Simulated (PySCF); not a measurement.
## Orbital energies, ionisation energy and electron affinity

Compound: (F)3Hf-S-SiH3 (singlet state).
Z-matrix (Å and degrees, PBE0-D3(BJ)/def2-SVP geometry), rows numbered from 1:
```
Hf
F   1  1.9058
F   1  1.8988  2  107.32
F   1  1.9072  2  110.94  3   117.57
S   1  2.4525  2  113.11  3  -113.62
Si  5  2.1338  1   86.25  2   -64.29
H   6  1.4871  5  112.87  1   115.72
H   6  1.4874  5  112.73  1  -116.65
H   6  1.5155  5  104.17  1    -0.39
```

Level: CAM-B3LYP/def2-SVPD (PySCF). Frontier orbitals with their largest atomic shares (Löwdin; up to four atoms above 4 %):

```csv
orbital,ε (eV),main atoms
HOMO−3,-12.39,"Si6 41 %, H7 22 %, H8 22 %, S5 10 %"
HOMO−2,-11.57,"S5 57 %, Si6 24 %, Hf1 6 %"
HOMO−1,-10.38,"S5 62 %, Hf1 13 %, Si6 11 %, H9 9 %"
HOMO,-9.50,?
LUMO,-0.36,"Hf1 58 %, S5 12 %, F3 9 %, Si6 8 %"
LUMO+1,-0.10,"Hf1 59 %, S5 16 %, F2 7 %, F4 7 %"
LUMO+2,-0.09,"Hf1 41 %, S5 17 %, Si6 17 %, H9 6 %"
```

What vertical ionisation energy does ΔSCF give, and how far is −ε(HOMO) from it?

ΔSCF: 10.30 eV (994 kJ/mol; threshold wavelength 120 nm); ⟨S²⟩ of the doublet left behind is 0.755, against 0.75 for a pure doublet. −ε(HOMO) is 9.50 eV, 0.80 eV below it. For the exact functional −ε(HOMO) would equal the first vertical ionisation energy; CAM-B3LYP (range-separated hybrid) falls short of its own ΔSCF value by 8 %. Holes in the HOMO−1 and HOMO−2 were tried too where these lie within 1.2 eV of the HOMO; the lowest converged state counts.

On which atoms does the HOMO lie?

S5 (sulfur bonded to Hf and Si) 70 %, Si6 (silicon bonded to S and 3 H) 12 %, Hf1 (hafnium bonded to 3 F and S) 9 %, so more than half of it is on one atom. The HOMO−1 lies 0.88 eV lower.

And the vertical electron affinity, the fundamental gap, Mulliken's electronegativity and the hardness (with the factor ½)?

EA = -0.37 eV by ΔSCF (−ε(LUMO) = 0.36 eV); a negative value means that the added electron isn't bound at this geometry and level, and the number then depends on the basis. IE − EA = 10.67 eV against an orbital gap of 9.14 eV; (IE + EA)/2 = 4.97 eV; (IE − EA)/2 = 5.33 eV.

Shift the occupied levels rigidly so that −ε(HOMO) equals the ΔSCF value. What binding energies result?

The shift is +0.80 eV: HOMO 10.30, HOMO−1 11.18, HOMO−2 12.37, HOMO−3 13.19 eV. A rigid shift is only a rough guide to the deeper ionisations.

How many of the 10 lowest singlet excitations (vertical TDDFT, same level) lie below the ionisation energy?

All 10; they run from 5.53 to 7.50 eV.

Geometry: PBE0-D3(BJ)/def2-SVP; no solvent, vibrations or thermal averaging. Atoms past krypton carry effective core potentials; spin–orbit coupling is left out.

The run behind these numbers computed excited states and ΔSCF ions as well. On one thread of an Arm Neoverse V2, shared host, this took 1.9 min wall (grids of density and orbitals included) and 1.0 GiB of memory at its peak.
